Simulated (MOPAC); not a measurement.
MOPAC input (MNDO):

```
MNDO PRECISE GNORM=0.05 LET XYZ GEO-OK AUX(PRECISION=9) THREADS=1
HAlF2O

Al   -0.00653357 1    0.01315504 1   -0.00794229 1
F    -1.39024871 1   -0.84274989 1   -0.23757517 1
F     0.07204872 1    1.54413220 1   -0.58607768 1
O     1.32366063 1   -0.62215038 1    0.79430802 1
H     1.35945132 1   -1.50625337 1    1.16166128 1
```

From the last part of the output:

```
                                                       MOPAC v23.2.5 Linux

          FINAL HEAT OF FORMATION =       -271.86623 KCAL/MOL =   -1137.48830 KJ/MOL

          COSMO AREA              =         93.73 SQUARE ANGSTROMS
          COSMO VOLUME            =         78.69 CUBIC ANGSTROMS

          GRADIENT NORM           =          0.01710          =       0.00765 PER ATOM
          IONIZATION POTENTIAL    =         12.404490 EV
          HOMO LUMO ENERGIES (EV) =        -12.404  1.176
          NO. OF FILLED LEVELS    =         12
          MOLECULAR WEIGHT        =         81.9856         POINT GROUP:  Cs

          MOLECULAR DIMENSIONS (Angstroms)

            Atom       Atom       Distance
            H     5    F     3     3.67976
            O     4    F     2     2.55372
            F     3    F     2     0.00000

          SCF CALCULATIONS        =         17

   ATOM   CHEMICAL          X               Y               Z
  NUMBER   SYMBOL      (ANGSTROMS)     (ANGSTROMS)     (ANGSTROMS)

     1      Al         -0.00979118  *   0.02181766  *  -0.01274120  *
     2       F         -1.34780394  *  -0.82344007  *  -0.22776174  *
     3       F          0.06196000  *   1.50880245  *  -0.57615098  *
     4       O          1.29518101  *  -0.62317341  *   0.78296428  *
     5       H          1.34929813  *  -1.47744550  *   1.14598294  *

                             CARTESIAN COORDINATES

   1   Al       -0.009791175     0.021817663    -0.012741199
   2    F       -1.347803945    -0.823440071    -0.227761740
   3    F        0.061960000     1.508802452    -0.576150981
   4    O        1.295181007    -0.623173411     0.782964277
   5    H        1.349298134    -1.477445496     1.145982939

           Empirical Formula: H O Al F2  =     5 atoms

      MOLECULAR POINT GROUP   :   Cs

                  EIGENVALUES
 -42.59264 -42.43988 -39.42997 -18.62176 -15.95655 -15.55054 -15.52769 -14.62291
 -14.33194 -14.24225 -12.77458 -12.40449   1.17572   1.46406   4.83986   5.34238
   6.97803

              NET ATOMIC CHARGES AND DIPOLE CONTRIBUTIONS

  ATOM NO.   TYPE          CHARGE      No. of ELECS.   s-Pop       p-Pop
    1         Al           1.271420        1.7286     0.58296     1.14562
    2          F          -0.466202        7.4662     1.84042     5.62578
    3          F          -0.450733        7.4507     1.83710     5.61364
    4          O          -0.561647        6.5616     1.76638     4.79527
    5          H           0.207163        0.7928     0.79284
 DIPOLE           X         Y         Z       TOTAL
 POINT-CHG.     0.673    -1.078     0.708     1.455
 HYBRID        -0.244    -0.512     0.104     0.576
 SUM            0.429    -1.590     0.811     1.836

          ATOMIC ORBITAL ELECTRON POPULATIONS

     Atom    s        px        py        pz
    1 Al   0.58296   0.40601   0.40968   0.32993
    2  F   1.84042   1.80514   1.89715   1.92349
    3  F   1.83710   1.95493   1.76330   1.89541
    4  O   1.76638   1.69957   1.36291   1.73279
    5  H   0.79284

 **********************
 *                    *
 * JOB ENDED NORMALLY *
 *                    *
 **********************

 == MOPAC DONE ==
```

The geometry given is a B3LYP-D3(BJ)/def2-TZVP minimum.
